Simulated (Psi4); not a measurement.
diboron tetrafluoride (B2F4), singlet, geometry from GFN2-xTB; PBE/6-311G** (Psi4).

Here is a job for Psi4.
```
memory 2 GB

molecule mol {
0 1
  F    -1.576872   -0.883978    0.675970
  B    -0.856332   -0.050030   -0.042943
  F    -1.593570    0.698751   -0.834960
  B     0.856332    0.050030    0.042943
  F     1.668795   -0.660205   -0.710020
  F     1.501647    0.845432    0.869010
}

set basis 6-311g**
set reference rks

energy('pbe')
print_variables()
```

It wrote (shortened):

```
   => Loading Basis Set <=

    Name: 6-311G**
    Role: ORBITAL
    Keyword: BASIS

         ---------------------------------------------------------
                                   SCF
               by Justin Turney, Rob Parrish, Andy Simmonett
                          and Daniel G. A. Smith
                              RKS Reference
         ---------------------------------------------------------

  ==> Geometry <==

    Molecular point group: c1
    Full point group: C1

    Geometry (in Angstrom), charge = 0, multiplicity = 1:

       Center              X                  Y                   Z               Mass
    ------------   -----------------  -----------------  -----------------  -----------------
         F           -1.576872000000    -0.883978000000     0.675970000000    18.998403162730
         B           -0.856332000000    -0.050030000000    -0.042943000000    11.009305360000
         F           -1.593570000000     0.698751000000    -0.834960000000    18.998403162730
         B            0.856332000000     0.050030000000     0.042943000000    11.009305360000
         F            1.668795000000    -0.660205000000    -0.710020000000    18.998403162730
         F            1.501647000000     0.845432000000     0.869010000000    18.998403162730

  Running in c1 symmetry.

  Rotational constants: A =      0.18531  B =      0.06641  C =      0.06641 [cm^-1]
  Rotational constants: A =   5555.53860  B =   1991.05577  C =   1991.05535 [MHz]
  Nuclear repulsion =  203.264175052991504

  Charge       = 0
  Multiplicity = 1
  Electrons    = 46
  Nalpha       = 23
  Nbeta        = 23

  ==> Algorithm <==

  SCF Algorithm Type is DF.
  DIIS enabled.
  MOM disabled.
  Fractional occupation disabled.
  Guess Type is SAD.
  Energy threshold   = 1.00e-06
  Density threshold  = 1.00e-06
  Integral threshold = 1.00e-12

  ==> Primary Basis <==

  Basis Set: 6-311G**
    Blend: 6-311G**
    Number of shells: 48
    Number of basis functions: 108
    Number of Cartesian functions: 114
    Spherical Harmonics?: true
    Max angular momentum: 2

  ==> DFT Potential <==

   => LibXC <=

    Version 7.1.2
    S. Lehtola, C. Steigemann, M. J. T. Oliveira, and M. A. L. Marques,  SoftwareX 7, 1–5 (2018) (10.1016/j.softx.2017.11.002)

   => Composite Functional: PBE <=

    PBE GGA Exchange-Correlation Functional

    J.P. Perdew et. al., Phys. Rev. Lett., 77(18), 3865-3868, 1996

    Deriv               =              1
    GGA                 =           TRUE
    Meta                =          FALSE

    Exchange Hybrid     =          FALSE
    MP2 Hybrid          =          FALSE

   => Exchange Functionals <=

    1.0000     XC_GGA_X_PBE

   => Correlation Functionals <=

    1.0000     XC_GGA_C_PBE

   => LibXC Density Thresholds  <==

    XC_GGA_C_PBE:  1.00E-12
    XC_GGA_X_PBE:  1.00E-15

   => Molecular Quadrature <=

    Radial Scheme          =       TREUTLER
    Pruning Scheme         =           NONE
    Nuclear Scheme         =       TREUTLER

    Blocking Scheme        =         OCTREE
    BS radius alpha        =              1
    Pruning alpha          =              1
    Radial Points          =             75
    Spherical Points       =            302
    Total Points           =         130156
    Total Blocks           =           1029
    Max Points             =            256
    Max Functions          =             96
    Weights Tolerance      =       1.00E-15

   => Loading Basis Set <=

    Name: (6-311G** AUX)
    Role: JKFIT
    Keyword: DF_BASIS_SCF

  ==> Integral Setup <==

  SCF_SUBTYPE=INCORE selected. In-core MEM_DF algorithm will be used.
  Using in-core AOs.

  ==> MemDFJK: Density-Fitted J/K Matrices <==

    J tasked:                   Yes
    K tasked:                    No
    wK tasked:                   No
    Algorithm:                 Core
    Schwarz Cutoff:           1E-12
    Mask sparsity (%):      11.5569
    Fitting Condition:        1E-10

   => Auxiliary Basis Set <=

  Basis Set: (6-311G** AUX)
    Blend: CC-PVTZ-JKFIT
    Number of shells: 150
    Number of basis functions: 474
    Number of Cartesian functions: 576
    Spherical Harmonics?: true
    Max angular momentum: 4

  Minimum eigenvalue in the overlap matrix is 3.7459582166E-03.
  Reciprocal condition number of the overlap matrix is 8.7054044231E-04.
    Using symmetric orthogonalization.

  ==> Pre-Iterations <==

  SCF Guess: Superposition of Atomic Densities via on-the-fly atomic UHF (no occupation information).

   -------------------------
    Irrep   Nso     Nmo
   -------------------------
     A        108     108
   -------------------------
    Total     108     108
   -------------------------

  ==> Iterations <==

                           Total Energy        Delta E     RMS |[F,P]|

   @DF-RKS iter SAD:  -448.37090467321229   -4.48371e+02   0.00000e+00
   @DF-RKS iter   1:  -448.84103933318022   -4.70135e-01   5.91233e-03 ADIIS/DIIS
   @DF-RKS iter   2:  -448.72783859047854    1.13201e-01   8.65300e-03 ADIIS/DIIS
   @DF-RKS iter   3:  -448.95111245561253   -2.23274e-01   1.51415e-03 ADIIS/DIIS
   @DF-RKS iter   4:  -448.96264646445780   -1.15340e-02   8.84329e-05 DIIS
   @DF-RKS iter   5:  -448.96267246149705   -2.59970e-05   1.54193e-05 DIIS
   @DF-RKS iter   6:  -448.96267348826223   -1.02677e-06   1.17394e-06 DIIS
   @DF-RKS iter   7:  -448.96267349291082   -4.64860e-09   6.62740e-08 DIIS
  Energy and wave function converged.

  ==> Post-Iterations <==

   Electrons on quadrature grid:
      Ntotal   =   46.0000199190 ; deviation = 1.992e-05

    Orbital Energies [Eh]
    ---------------------

    Doubly Occupied:

[...]
    Virtual:

[...]
     108A     66.235389

    Final Occupation by Irrep:
              A
    DOCC [    23 ]
    NA   [    23 ]
    NB   [    23 ]

  @DF-RKS Final Energy:  -448.96267349291082

   => Energetics <=

    Nuclear Repulsion Energy =            203.2641750529915043
    One-Electron Energy =               -1027.9470482018170969
    Two-Electron Energy =                 425.4046539350956664
    DFT Exchange-Correlation Energy =     -49.6844542791809189
    Empirical Dispersion Energy =           0.0000000000000000
    VV10 Nonlocal Energy =                  0.0000000000000000
    Total Energy =                       -448.9626734929108238

Computation Completed

Properties will be evaluated at   0.000000,   0.000000,   0.000000 [a0]

Properties computed using the SCF density matrix

 Multipole Moments:

 ------------------------------------------------------------------------------------
     Multipole            Electronic (a.u.)      Nuclear  (a.u.)        Total (a.u.)
 ------------------------------------------------------------------------------------

 L = 1.  Multiply by 2.5417464519 to convert [e a0] to [Debye]
 Dipole X            :          0.0000000           -0.0000000            0.0000000
 Dipole Y            :          0.0000000            0.0000000            0.0000000
 Dipole Z            :         -0.0000006           -0.0000000           -0.0000006
 Magnitude           :                                                    0.0000006

 ------------------------------------------------------------------------------------

  Variable Map:
  ----------------------------------------------------------------------------
[...]
  Array Variable Map:
  ----------------------------------------------------------------------------
[...]
[...]
```
